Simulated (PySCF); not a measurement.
# Os (osmium, neutral) across methods

[Xe] 4f14 5d8, high-spin 3F determinant (an excited configuration). Computed with PySCF 2.14 in aug-cc-pVTZ-PP with ECP60MDF, with a scalar-relativistic core potential. The B2PLYP total includes its PT2 part (frozen core); its orbital energies are those of the SCF part.

```
   method  E (hartree)  mean ε 5p β (eV)  mean ε 5d α (eV)  mean ε 5d β (eV)  Σ⟨r²⟩ (bohr²)   ⟨S²⟩
      LDA     -90.5081           -46.040            -4.122            -3.171          52.21  2.003
      PBE     -90.7125           -45.952            -3.930            -3.011          52.08  2.003
   B2PLYP     -90.4789           -51.403            -6.061            -4.916          50.89  2.006
    B97-3     -90.6925           -48.861            -4.982            -4.024          51.06  2.005
     PBE0     -90.6672           -48.597            -5.039            -4.003          51.09  2.004
CAM-B3LYP     -90.6271           -50.069            -6.322            -5.362          51.28  2.004
   PBEsol     -90.5716           -45.871            -3.944            -2.988          52.02  2.003
      UHF    -89.92177           -55.823            -7.894            -6.314          50.00  2.009
```

(1) Estimate the same row for r2SCAN.

Energies and moments cover only the electrons outside the core potential. Spin-orbit coupling, absent here, splits the open shell strongly.

Results:

(1) E (hartree) = -90.7017; mean ε 5p β (eV) = -46.829; mean ε 5d α (eV) = -3.961; mean ε 5d β (eV) = -2.967; Σ⟨r²⟩ (bohr²) = 51.21; ⟨S²⟩ = 2.005.
